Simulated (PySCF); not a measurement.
hexane (C6H14), SMILES CCCCCC.

Geometry optimised at r2SCAN-D4/def2-SVP. Other conformers were not sampled.

These are r2SCAN-D4/def2-SVP (PySCF) values and carry that method's errors.

Frequencies are harmonic and unscaled.

Computed normal modes with their intensities:
```tsv
mode	ν (cm⁻¹)	IR (km/mol)	moving atoms (share of kinetic energy)
1	69	0.0	H 57 %, C 43 %
2	97	0.0	C 61 %, H 39 %
3	140	0.0	C 61 %, H 39 %
4	167	0.0	H 61 %, C 39 %
5	254	0.0	H 91 %, C 9 %
6	269	0.0	H 69 %, C 31 %
7	316	0.0	C 57 %, H 43 %
8	401	0.0	C 68 %, H 32 %
9	460	0.3	C 59 %, H 41 %
10	734	5.1	H 91 %, C 9 %
11	755	2.2	H 86 %, C 14 %
12	797	1.4	H 84 %, C 16 %
13	886	0.9	C 62 %, H 38 %
14	899	1.1	H 67 %, C 33 %
15	907	4.2	H 71 %, C 29 %
16	992	0.2	H 53 %, C 47 %
17	1009	0.6	H 81 %, C 19 %
18	1057	0.1	C 53 %, H 47 %
19	1078	0.7	C 59 %, H 41 %
20	1101	0.3	C 53 %, H 47 %
21	1152	2.9	C 62 %, H 38 %
22	1181	0.2	C 53 %, H 47 %
23	1234	1.0	H 69 %, C 31 %
24	1256	0.7	H 72 %, C 28 %
25	1296	0.4	H 81 %, C 19 %
26	1310	2.8	H 84 %, C 16 %
27	1318	0.1	H 94 %
28	1353	0.6	H 74 %, C 26 %
29	1363	2.9	H 69 %, C 31 %
30	1389	2.2	H 71 %, C 29 %
31	1393	4.2	H 70 %, C 30 %
32	1398	5.9	H 58 %, C 42 %
33	1451	1.6	H 93 %
34	1458	0.7	H 94 %
35	1460	0.9	H 94 %
36	1470	1.1	H 94 %
37	1470	7.5	H 96 %
38	1473	5.8	H 95 %
39	1480	3.8	H 94 %
40	1482	7.6	H 92 %
41	3000	0.2	H 94 %
42	3005	19.2	H 94 %
43	3015	72.3	H 94 %
44	3016	30.8	H 94 %
45	3025	34.1	H 97 %
46	3027	25.3	H 97 %
47	3044	1.8	H 91 %, C 9 %
48	3056	6.5	H 91 %, C 9 %
49	3066	23.7	H 91 %, C 9 %
50	3074	80.8	H 90 %, C 10 %
51	3116	41.1	H 91 %, C 9 %
52	3118	31.8	H 91 %, C 9 %
53	3125	31.5	H 91 %, C 9 %
54	3128	31.2	H 91 %, C 9 %
```
